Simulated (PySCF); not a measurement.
# Basis-set dependence of BeO at CCSD

PySCF, RHF reference; singlet, unpaired electrons none; De to Be + O without counterpoise correction. Frozen cores follow the default of each basis and core potential.

```json
{"basis": "3-21G", "relativity": "no relativity", "functions": "18", "Re (Å)": "1.371", "ωe (cm⁻¹)": "1539", "De (eV)": "2.96", "frozen orbitals": "1"}
{"basis": "x2c-SVPall", "relativity": "spin-free X2C", "functions": "23", "Re (Å)": "1.351", "ωe (cm⁻¹)": "1496", "De (eV)": "3.20", "frozen orbitals": "1"}
{"basis": "6-31G(d,p)", "relativity": "no relativity", "functions": "28", "Re (Å)": "1.334", "ωe (cm⁻¹)": "1540", "De (eV)": "3.62", "frozen orbitals": "1"}
{"basis": "x2c-TZVPPall", "relativity": "spin-free X2C", "functions": "50", "Re (Å)": "1.330", "ωe (cm⁻¹)": "1537", "De (eV)": "3.71", "frozen orbitals": "1"}
```

Question: How does each smaller set differ from the one with most functions, x2c-TZVPPall?

Answer: 3-21G: +4.1 pm, +0.1 % in ωe, -0.75 eV in De; x2c-SVPall: +2.1 pm, -2.7 % in ωe, -0.51 eV in De; 6-31G(d,p): +0.4 pm, +0.2 % in ωe, -0.09 eV in De. All at CCSD; the set with most functions is neither the basis-set limit nor always the best. The rows treat relativity differently, so the differences are not basis effects alone.

Measured (Huber and Herzberg, Constants of Diatomic Molecules (1979)): Re = 1.3309 Å, ωe = 1487.32 cm⁻¹. Correlated steps freeze 1 core orbital. Correlated levels converge slowly with the basis: in double zeta they bind strong bonds too weakly, by up to about 1 eV, and carry superposition errors of some tenths. Where the molecule has an RHF reference, its open-shell atoms are computed with UHF. The CCSD T1 diagnostic is raised in BeO, a sign that a single reference may not be enough there. 3-21G is very small, so such numbers show the basis as much as the molecule.
